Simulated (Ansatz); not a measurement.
`C[SiH]([AlH2])[GaH2]` and `C[SiH]([AlH2])[SiH3]` differ in one atom or group.

Ansatz, PBE0-D4/def2-TZVP geometries, multiplicity 1. 

Scalar relativity is left out up to krypton.

```tsv
property	`C[SiH]([AlH2])[GaH2]`
LUMO energy (B3LYP/def2-TZVPP) / eV	-2.64
size of the dipole moment (B3LYP/def2-TZVPP) / D	1.18
HOMO energy (PBE0/def2-TZVPP) / eV	-6.83
ideal-gas entropy at 298 K and 1 bar (rigid rotor, harmonic PBE0-D4/def2-TZVP) / J/(mol·K)	410
HOMO–LUMO gap (PBE0/def2-TZVPP) / eV	4.39
HOMO energy (ωB97M-V/def2-TZVPP) / eV	-8.73
```

What does the change do to each property? (Best estimate.)

The calculation gave: 
| property | `C[SiH]([AlH2])[SiH3]` | shift |
| --- | --- | --- |
| LUMO energy (B3LYP/def2-TZVPP) / eV | -2.26 | 0.38 |
| size of the dipole moment (B3LYP/def2-TZVPP) / D | 1.09 | -0.09 |
| HOMO energy (PBE0/def2-TZVPP) / eV | -7.15 | -0.32 |
| ideal-gas entropy at 298 K and 1 bar (rigid rotor, harmonic PBE0-D4/def2-TZVP) / J/(mol·K) | 398 | -12 |
| HOMO–LUMO gap (PBE0/def2-TZVPP) / eV | 5.07 | 0.68 |
| HOMO energy (ωB97M-V/def2-TZVPP) / eV | -9.08 | -0.35 |

With PBE0 the HOMO falls by 0.32 eV and the LUMO rises by 0.36 eV, so the gap widens by about 0.68 eV. PBE moves the HOMO by -0.25 eV and ωB97M-V by -0.35 eV. The zero-point energy changes by 30.3 kJ/mol with +3 modes. Dipoles are sizes alone; their direction can turn.

B3LYP here is the variant with VWN-RPA as its local correlation; programs differ in this.
